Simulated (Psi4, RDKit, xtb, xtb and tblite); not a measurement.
Relaxed torsion scan: CH5Cl3GeSi, SMILES Cl[Si](Cl)(Cl)[CH2][GeH3]. Scanned: dihedral Cl1–Si2–C5–Ge6; all other coordinates were relaxed at GFN2-xTB. Heavy atoms are numbered in the order of the SMILES Cl[Si](Cl)(Cl)[CH2][GeH3], hydrogens after them in the order of the atoms that carry them; the mirror image has the same energies with the sign of each dihedral reversed.

- UFF // GFN2-xTB (RDKit)
- GFN1-xTB // GFN2-xTB (xtb)
- GFN2-xTB (xtb and tblite)
- MP2/cc-pVTZ = DF-MP2 (frozen core)/cc-pVTZ // GFN2-xTB run with Psi4

Energies relative to the lowest point of each profile, in kJ/mol; the last columns give the difference from MP2:

| φ / ° | UFF | GFN1-xTB | GFN2-xTB | MP2/cc-pVTZ | UFF − MP2/cc-pVTZ | GFN1-xTB − MP2/cc-pVTZ | GFN2-xTB − MP2/cc-pVTZ |
|---|---|---|---|---|---|---|---|
| 0 | 18.14 | 4.80 | 0.16 | 9.72 | 8.42 | -4.91 | -9.55 |
| 10 | 17.04 | 4.34 | 0.12 | 8.98 | 8.06 | -4.65 | -8.87 |
| 20 | 13.98 | 3.12 | 0.03 | 6.96 | 7.02 | -3.84 | -6.93 |
| 30 | 9.47 | 1.53 | 0.01 | 4.18 | 5.29 | -2.65 | -4.17 |
| 40 | 4.51 | 0.34 | 0.10 | 1.61 | 2.90 | -1.27 | -1.51 |
| 50 | 1.07 | 0.00 | 0.19 | 0.28 | 0.79 | -0.28 | -0.10 |
| 60 | 0.00 | 0.04 | 0.19 | 0.00 | 0.00 | 0.04 | 0.19 |
| 70 | 1.37 | 0.05 | 0.18 | 0.42 | 0.95 | -0.37 | -0.24 |
| 80 | 5.44 | 0.50 | 0.08 | 2.05 | 3.39 | -1.55 | -1.97 |
| 90 | 10.55 | 1.84 | 0.00 | 4.78 | 5.77 | -2.94 | -4.78 |
| 100 | 14.63 | 3.36 | 0.04 | 7.38 | 7.26 | -4.02 | -7.34 |
| 110 | 17.31 | 4.46 | 0.13 | 9.17 | 8.14 | -4.71 | -9.04 |

UFF is furthest from MP2/cc-pVTZ at 0 (8.42 kJ/mol, above); its mean absolute difference over the points is 4.83 kJ/mol.

GFN1-xTB is furthest from MP2/cc-pVTZ at 0 (-4.91 kJ/mol, below); its mean absolute difference over the points is 2.60 kJ/mol.

GFN2-xTB is furthest from MP2/cc-pVTZ at 0 (-9.55 kJ/mol, below); its mean absolute difference over the points is 4.56 kJ/mol.
